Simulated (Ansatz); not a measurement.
Input for Ansatz (a first-principles code): U-CCSD(T)/cc-pV(T+d)Z on CH5Si (SMILES [CH2][SiH3]), 2S+1 = 2, atoms moved off the minimum. Files ending in .json are basis or fitting sets from the Basis Set Exchange.

Ansatz 0.2 input:
```yaml
crystal:
  periodic: [false, false, false]
  atoms:
    - {symbol: C, position_ang: [1.23680579, -0.12088313, 0.02862984]}
    - {symbol: Si, position_ang: [-0.58602507, 0.09026003, 0.00234480]}
    - {symbol: H, position_ang: [1.98242673, 0.73764314, -0.05914040]}
    - {symbol: H, position_ang: [1.76408541, -1.11959776, 0.08251652]}
    - {symbol: H, position_ang: [-1.16392355, -0.37820456, 1.31420250]}
    - {symbol: H, position_ang: [-0.97581923, 1.48171453, -0.21519192]}
    - {symbol: H, position_ang: [-1.17781893, -0.75753379, -1.09555711]}
basis:
  gaussian:
    orbitals: cc-pV_T+d_Z.json
magnetization: {spin_polarized: true, initial_magnetization: 1}
correlation: {method: ccsd_t, electrons: outside_noble_gas}
scf: {omitted_lower_state_checks: [cluster_reference]}
output: {forces: true}
```

Output:

```
WARN ansatz: RAYON_NUM_THREADS=1 ignored (pool sized by the plan → 1); use --threads N
Functional definition: HF
these checks for a lower state are left out or cut short: cluster_reference
integrals: 0.46 GiB planned
786 factors; integrals over basis functions are off by at most 8.7e-4 eV
mean field: 0.35 GiB planned
mean field evaluation 1: about -8969.6492 eV, gradient 1.4e1 eV
mean field evaluation 2: about -8969.6506 eV, gradient 1.4e1 eV
mean field evaluation 4: about -8971.2946 eV, gradient 1.9e0 eV
mean field evaluation 8: about -8971.3405 eV, gradient 1.1e-3 eV
mean field -8971.34045809 eV, -329.6906808420 hartree, gradient 1.4e-6 eV, S^2 0.762707; 0 other end points of the search recorded, 0 dependent functions left out
6 core orbitals not correlated
reference -8971.34045809 eV, -329.6906808420 hartree; 7, 6 occupied and 126, 127 virtual orbitals, 786 factors
too little memory for Intel AMX tiles; the run may be slower
densities: 1.46 GiB planned
second order -7.55135379 eV of doubles, -0.00000000 eV of singles
coupled cluster: 1.64 GiB planned
cycle   1  -8.34924788 eV  change   -8.0e-1 eV  update   6.5e-2
cycle   2  -8.65009235 eV  change   -3.0e-1 eV  update   2.3e-2
cycle   3  -8.67466592 eV  change   -2.5e-2 eV  update   8.3e-3
cycle   4  -8.67374960 eV  change    9.2e-4 eV  update   3.5e-3
cycle   5  -8.67381267 eV  change   -6.3e-5 eV  update   1.5e-3
cycle   6  -8.67390824 eV  change   -9.6e-5 eV  update   5.3e-4
cycle   7  -8.67406199 eV  change   -1.5e-4 eV  update   2.2e-4
cycle   8  -8.67408303 eV  change   -2.1e-5 eV  update   6.2e-5
cycle   9  -8.67406532 eV  change    1.8e-5 eV  update   2.4e-5
cycle  10  -8.67406320 eV  change    2.1e-6 eV  update   9.0e-6
cycle  11  -8.67406293 eV  change    2.7e-7 eV  update   3.2e-6
perturbative correction -0.26818541 eV, -0.0098556320 hartree
the calculation of the forces begins
Total energy: -8980.28270643 eV, -330.0193024071 hartree
Atom 0 at     1.236806    -0.120883     0.028630 Å, force     2.231043     0.112305    -0.156823 eV/Å
Atom 1 at    -0.586025     0.090260     0.002345 Å, force    -0.455478    -0.809787     0.140286 eV/Å
Atom 2 at     1.982427     0.737643    -0.059140 Å, force    -1.149559    -1.145700     0.144755 eV/Å
Atom 3 at     1.764085    -1.119598     0.082517 Å, force    -0.794347     1.138827    -0.030652 eV/Å
Atom 4 at    -1.163924    -0.378205     1.314202 Å, force     0.079661     0.127132    -0.366021 eV/Å
Atom 5 at    -0.975819     1.481715    -0.215192 Å, force    -0.017627     0.348822    -0.045975 eV/Å
Atom 6 at    -1.177819    -0.757534    -1.095557 Å, force     0.106305     0.228402     0.314431 eV/Å
Dipole moment:     0.137720     0.008930    -0.008583 e Å
Checks for a lower state left out: cluster_reference
```

The run converged.

Cost: around 3 core-minutes (rough).
